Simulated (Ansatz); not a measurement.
`C[Se][GeH3]` + arsine → `C[Se][AsH2]` + GeH₄ at 600 K and 1 bar (ligand exchange at the Se–Ge bond).

Computed with Ansatz on PBE0-D4/def2-TZVP structures; ΔE is electronic, products minus reactants. CBS: MP2 limit from def2 TZ/QZ plus the TZ coupled-cluster correction, frozen cores. For As, Ge, Se outer-core shells are correlated without core-valence functions, which leaves a few kJ/mol of doubt a bond. Scalar relativity is left out up to krypton.

| species | CCSD(T)/CBS energy (Eh) | H − E (kJ/mol) | S (J/(mol·K)) |
| --- | --- | --- | --- |
| `C[Se][GeH3]` | -4518.49012 | 213.6 | 418.1 |
| `[AsH3]` | -2236.79077 | 81.6 | 254.3 |
| `C[Se][AsH2]` | -4676.77761 | 189.4 | 407.9 |
| GeH₄ | -2078.49493 | 105.8 | 256.4 |

H − E and S are ideal-gas, rigid-rotor, harmonic terms from PBE0-D4/def2-TZVP. 1 Eh = 2625.50 kJ/mol, R = 8.31446 J/(mol·K).

Question: By hand: ΔE, ΔH, ΔS and ΔG.

Answer: ΔE = (-4676.77761) + (-2078.49493) − (-4518.49012) − (-2236.79077) = 0.00835 Eh = 21.9 kJ/mol. Δ(H − E) = 189.4 + 105.8 − 213.6 − 81.6 = 0.0, so ΔH = 21.9 kJ/mol. ΔS = 407.9 + 256.4 − 418.1 − 254.3 = -8.1 J/(mol·K). ΔG = 21.9 − 600 × (-8.1)/1000 = 26.8 kJ/mol.

Question: By hand: the equilibrium constant, and the temperature at which ΔG would vanish if ΔH and ΔS stayed fixed.

Answer: log₁₀ K = −ΔG/(RT ln 10) = -2.3. ΔH and −TΔS have one sign here, so there is no such temperature.

The number of gas molecules stays the same, so ΔS is small and ΔH decides. A doubt of 5 kJ/mol in ΔE shifts log₁₀ K by 0.4 here. These are equilibria of isolated gas molecules and say nothing of rates. Largest T1 diagnostic: 0.012 (customary marks: 0.02 for closed shells, 0.045 for open ones).
